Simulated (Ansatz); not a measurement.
## Interaction energy ladder

The pair of H2O (SMILES O, atoms 1–3) and BF3 (SMILES FB(F)F, atoms 4–7), both closed shells, in one local arrangement (a lower one may exist), relaxed at PBE0-D4/def2-TZVP:

```csv
atom,x (Å),y (Å),z (Å)
O1,-0.0608,-0.3054,-0.9992
H2,-0.7376,0.2694,-1.3764
H3,0.7888,-0.0454,-1.3754
F4,-0.2295,-1.2397,1.2538
B5,-0.0055,-0.0209,0.7515
F6,1.2513,0.4625,0.8723
F7,-1.0067,0.8792,0.8736
```

Ansatz 0.2.0; basis: def2-TZVPPD, with def2-QZVPPD for the basis limit; cores frozen in the correlated methods. B3LYP uses VWN-RPA correlation. Extrapolation: Hartree–Fock as exp(−7.88 √X), correlation as X^−2.97. Interaction energies count from these two fragments, frozen as in the pair, with the counterpoise correction; negative means bound.

Q: What is the interaction energy by CCSD(T) at an estimated basis limit (MP2 extrapolated from triple and quadruple zeta, plus CCSD(T) − MP2 in triple zeta)? (An estimate is asked for; the value comes from the calculation.)

A: Computed: -22.34 kcal/mol. Hartree–Fock alone gives -20.97 kcal/mol at the basis limit. It counts from the two fragments frozen as in the pair.

The same quantity by other methods in triple zeta, and each one's difference from that estimate:
```csv
method,E_int (kcal/mol),difference
PBE-D4,-19.15,3.19
revPBE-D4,-16.85,5.49
BLYP-D4,-16.07,6.27
r2SCAN-D4,-23.05,-0.71
B97M-V,-22.03,0.31
PBE0-D4,-22.64,-0.30
B3LYP-D4,-19.83,2.51
HSE06-D4,-22.55,-0.21
wB97X-V,-21.96,0.37
wB97M-V,-22.15,0.19
B2PLYP,-19.49,2.85
HF,-20.92,1.42
MP2,-20.10,2.24
CCSD,-20.76,1.58
CCSD(T),-20.55,1.79
```
Differences are method less estimate.

Q: Which atoms make the shortest contact between the fragments?

A: O1 and B5, 1.77 Å apart.

Energy to bend the free fragments (PBE0-D4 minima) into their shapes in the pair, CCSD(T)/def2-TZVPPD: H2O 0.24 kcal/mol; BF3 12.99 kcal/mol. This must be added to the interaction energy to get the binding energy from relaxed fragments.

Basis-set superposition shift (counterpoise-corrected less uncorrected): CCSD(T) 1.84; MP2 1.78; HF 0.17; PBE0-D4 0.17; wB97M-V 0.16 kcal/mol.

The T1 diagnostic stays at or below 0.015.

For scale, one of the runs: CCSD(T)/def2-TZVPPD, 231 basis functions, launched by `ansatz run in.yaml --threads 4 --pin off --events-out ev --progress --plain --max-ram 9574MiB`. The run took 33 s on 4 CPU threads of an Intel Xeon 6975P-C (shared host), with 5 GiB of host memory at its peak.
